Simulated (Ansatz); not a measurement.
Program: Ansatz. Geometries: PBE0-D4/def2-TZVP. ΔE: electronic, gas phase. CBS: MP2 limit from def2 TZ/QZ plus the TZ coupled-cluster correction, frozen cores. DFT in def2-TZVPP. For Ge outer-core shells are correlated without core-valence functions, which leaves a few kJ/mol of doubt a bond. Scalar relativity is left out up to krypton. Each species was taken in one conformer, which may not be the lowest.

Consider the formal exchange of groups at a Ge–S bond: `[NH2][GeH2][S]CF` + `C[SiH2]N` → `C[SiH](N)[GeH2][NH2]` + `FCS`.

`[NH2][GeH2][S]CF`:

Cartesian coordinates in Å:
```
N 0.824 1.822 -0.572
Ge 0.921 0.027 -0.908
S -1.021 -1.088 -0.762
C -1.138 -1.144 1.028
F -1.336 0.104 1.586
H 0.288 2.334 -1.261
H 0.441 2.031 0.341
H 1.843 -0.591 0.156
H 1.402 -0.165 -2.350
H -0.228 -1.560 1.467
H -1.997 -1.770 1.276
```

`C[SiH2]N`:

Cartesian coordinates in Å:
```
C -1.027 0.214 0.926
Si 0.273 0.503 -0.389
N 1.171 -0.876 -0.893
H -1.537 1.150 1.173
H -0.581 -0.178 1.843
H -1.781 -0.500 0.584
H 1.255 1.493 0.132
H -0.398 1.049 -1.601
H 1.875 -1.277 -0.296
H 0.750 -1.577 -1.479
```

`C[SiH](N)[GeH2][NH2]`:

Cartesian coordinates in Å:
```
C 2.054 0.254 -0.992
Si 0.221 -0.110 -0.975
N -0.702 1.343 -0.919
Ge -0.521 -1.202 1.017
N -1.721 0.016 1.758
H 2.349 0.828 -0.111
H 2.631 -0.674 -1.011
H 2.325 0.831 -1.881
H -0.060 -0.985 -2.159
H -1.582 1.309 -0.424
H -0.734 1.984 -1.695
H 0.628 -1.581 1.991
H -1.347 -2.481 0.778
H -2.278 -0.376 2.506
H -1.263 0.845 2.115
```

`FCS`:

Z-matrix (Å, degrees):
```
C
S 1 1.789
F 1 1.375 2 113.1
H 1 1.090 2 110.8 3 121.5
H 1 1.092 2 106.3 3 -118.9
H 2 1.342 1 96.6 3 -76.4
```

```tsv
species	ωB97M-V energy (Eh)
`[NH2][GeH2][S]CF`	-2671.42194
`C[SiH2]N`	-386.56714
`C[SiH](N)[GeH2][NH2]`	-2520.03431
`FCS`	-537.93668
```

Problem. Work out ΔE.

Solution. ΔE = (-2520.03431) + (-537.93668) − (-2671.42194) − (-386.56714) = 0.01809 Eh = +47.5 kJ/mol. CCSD(T)/CBS gives +46.6 kJ/mol.

Largest T1 diagnostic among the species: 0.012.

In def2-TZVPP, CCSD(T) changes the Hartree–Fock value by −13.6 kJ/mol (the triples alone add +0.0 kJ/mol) and MP2 by −7.7 kJ/mol.
